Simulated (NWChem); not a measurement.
Species: C2H8Si2; SMILES [SiH3]/C=C\[SiH3]

```xyz
12

Si     1.8089    -0.1341     0.4262
C      0.6704     0.0957    -1.0607
C     -0.6744     0.1542    -1.0684
Si    -1.8141     0.0223     0.4154
H      1.5515    -1.4311     1.1241
H      3.2189    -0.1332    -0.0681
H      1.6531     0.9740     1.4180
H      1.1823     0.1918    -2.0300
H     -1.1702     0.2939    -2.0412
H     -1.0168    -0.1649     1.6649
H     -2.7452    -1.1362     0.2489
H     -2.6414     1.2618     0.5419
```
Atoms are numbered in this order, from 1.

Level: PBE0/def2-SVP (NWChem), optimised geometry, unscaled harmonic frequencies. 

Problem. List the harmonic frequencies with IR intensities, and the thermochemistry.

Solution. 
```json
[
 {"frequency (cm⁻¹)": "49", "IR intensity (km/mol)": "0.0"},
 {"frequency (cm⁻¹)": "124", "IR intensity (km/mol)": "0.0"},
 {"frequency (cm⁻¹)": "142", "IR intensity (km/mol)": "0.2"},
 {"frequency (cm⁻¹)": "271", "IR intensity (km/mol)": "0.0"},
 {"frequency (cm⁻¹)": "332", "IR intensity (km/mol)": "0.2"},
 {"frequency (cm⁻¹)": "514", "IR intensity (km/mol)": "0.5"},
 {"frequency (cm⁻¹)": "580", "IR intensity (km/mol)": "1.0"},
 {"frequency (cm⁻¹)": "652", "IR intensity (km/mol)": "91.9"},
 {"frequency (cm⁻¹)": "670", "IR intensity (km/mol)": "1.1"},
 {"frequency (cm⁻¹)": "699", "IR intensity (km/mol)": "35.7"},
 {"frequency (cm⁻¹)": "755", "IR intensity (km/mol)": "143.5"},
 {"frequency (cm⁻¹)": "782", "IR intensity (km/mol)": "39.7"},
 {"frequency (cm⁻¹)": "903", "IR intensity (km/mol)": "249.2"},
 {"frequency (cm⁻¹)": "933", "IR intensity (km/mol)": "52.0"},
 {"frequency (cm⁻¹)": "942", "IR intensity (km/mol)": "165.2"},
 {"frequency (cm⁻¹)": "945", "IR intensity (km/mol)": "34.3"},
 {"frequency (cm⁻¹)": "948", "IR intensity (km/mol)": "29.2"},
 {"frequency (cm⁻¹)": "949", "IR intensity (km/mol)": "89.3"},
 {"frequency (cm⁻¹)": "1040", "IR intensity (km/mol)": "0.5"},
 {"frequency (cm⁻¹)": "1166", "IR intensity (km/mol)": "2.6"},
 {"frequency (cm⁻¹)": "1332", "IR intensity (km/mol)": "2.6"},
 {"frequency (cm⁻¹)": "1654", "IR intensity (km/mol)": "0.1"},
 {"frequency (cm⁻¹)": "2227", "IR intensity (km/mol)": "39.0"},
 {"frequency (cm⁻¹)": "2228", "IR intensity (km/mol)": "39.8"},
 {"frequency (cm⁻¹)": "2230", "IR intensity (km/mol)": "165.0"},
 {"frequency (cm⁻¹)": "2230", "IR intensity (km/mol)": "90.5"},
 {"frequency (cm⁻¹)": "2238", "IR intensity (km/mol)": "138.6"},
 {"frequency (cm⁻¹)": "2243", "IR intensity (km/mol)": "78.4"},
 {"frequency (cm⁻¹)": "3118", "IR intensity (km/mol)": "4.0"},
 {"frequency (cm⁻¹)": "3140", "IR intensity (km/mol)": "9.9"}
]
```

```json
{
 "zero_point_energy": "51.5 kcal/mol",
 "thermal correction to the enthalpy at 298.15 K (with zero-point energy)": "56.6 kcal/mol",
 "heat capacity Cv": "24.9 cal/(mol K)",
 "entropy at 298.15 K and 1 atm (symmetry number 1)": "82.9 cal/(mol K)",
 "dipole_moment": "0.78 D"
}
```

Rigid rotor and harmonic oscillator; modes under 100 cm⁻¹ make the entropy uncertain.
